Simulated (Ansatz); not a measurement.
`O=C=N[SiH2]F` + `CO[SiH](F)S` → `CO[SiH](F)S[SiH2]F` + `N=C=O`  (ligand exchange at the Si–N bond)

Calculated with Ansatz (gas phase, PBE0-D4/def2-TZVP geometries, no zero-point term in ΔE). CCSD(T)/CBS is the MP2 limit (def2-TZVPP, def2-QZVPP) plus CCSD(T) − MP2 in def2-TZVPP, frozen cores. This one scheme is used for every species. DFT in def2-TZVPP. One conformer a species, not always the lowest.

Q: Is it downhill or uphill in electronic energy at CCSD(T)/CBS, and by how much? (An estimate is asked.)

A: The calculation gave: Uphill: ΔE = +29.2 kJ/mol.

Q: What do these levels give: PBE-D4, PBE0-D4, ωB97M-V, PBE, PBE0, MP2/def2-TZVPP, CCSD(T)/def2-TZVPP, HF/def2-QZVPP, SCS-MP2/def2-QZVPP, HF/CBS(def2), MP2/CBS(def2), CCSD/CBS(def2)? (An estimate is asked.)

A: Computed: PBE-D4 15.3, PBE0-D4 21.6, ωB97M-V 28.8, PBE 21.8, PBE0 27.5, MP2/def2-TZVPP 31.7, CCSD(T)/def2-TZVPP 32.8, HF/def2-QZVPP 59.1, SCS-MP2/def2-QZVPP 35.7, HF/CBS(def2) 59.2, MP2/CBS(def2) 28.1, CCSD/CBS(def2) 34.5 kJ/mol.

Largest T1 diagnostic among the species: 0.018.

The D4 term adds −10.3 kJ/mol with B3LYP and −5.9 kJ/mol with PBE0; it sums over pairs of atoms, weighted by their polarisabilities, and B3LYP, whose exchange is more repulsive, gets the larger term. From PBE to PBE0 (25 % exact exchange), in def2-TZVPP and without D4, ΔE moves by +5.7 kJ/mol.

B3LYP here is the variant with VWN-RPA as its local correlation; programs differ in this.
